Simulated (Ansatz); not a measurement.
Molecule: sum formula H3SiO3, charge 0, multiplicity 2. It need not be the lowest isomer of its formula. SMILES: [Si](O)(O)O
Geometry from a B3LYP-D3(BJ)/def2-TZVP (Ansatz, an electronic-structure program) optimisation:
```xyz
7

Si     0.2956     0.1430    -0.1661
O     -0.1234    -1.2927    -0.8566
O     -0.9908     1.1652    -0.2838
O      0.5966    -0.1230     1.4314
H     -0.3795    -1.2841    -1.7836
H     -0.9111     2.0318     0.1254
H      1.2937    -0.7462     1.6564
```
Charge 0, spin multiplicity 2.

Wanted: vertical electron affinity (to the singlet state of charge -1; a negative value means that the extra electron is unbound and the number depends on the basis; each state is the SCF solution reached for its spin; the molecule has degenerate orbitals, so one determinant may break the symmetry; for the singlet the Hartree-Fock reference is unstable and T1 is 0.020), in eV. Cores are frozen in the correlated levels unless marked. Open shells are spin-unrestricted. No spin-orbit coupling. Non-relativistic. Anions need diffuse functions: aug- sets have them; def2-D sets add few. CBS(X,Y): correlation extrapolated as X^-3; Hartree-Fock from the larger set. The bracket is a focal-point correction in the basis named.

RI-MP2/CBS(aug-cc-pV(T+d)Z,aug-cc-pV(Q+d)Z)+[CCSD(T)-MP2]/aug-cc-pV(T+d)Z (Ansatz) gives 0.73 eV.

**Question.** Another calculation gave 0.59 eV. Which level was it?
A. B3LYP/def2-TZVPD (Ansatz)
B. SVWN5/def2-TZVPD (Ansatz)
C. B2PLYP/def2-TZVPD (Ansatz)
D. BHLYP/def2-TZVPD (Ansatz)

**Answer.** C, B2PLYP/def2-TZVPD (Ansatz). The others give 0.92 (SVWN5), 0.71 (B3LYP), 0.44 (BHLYP) eV.
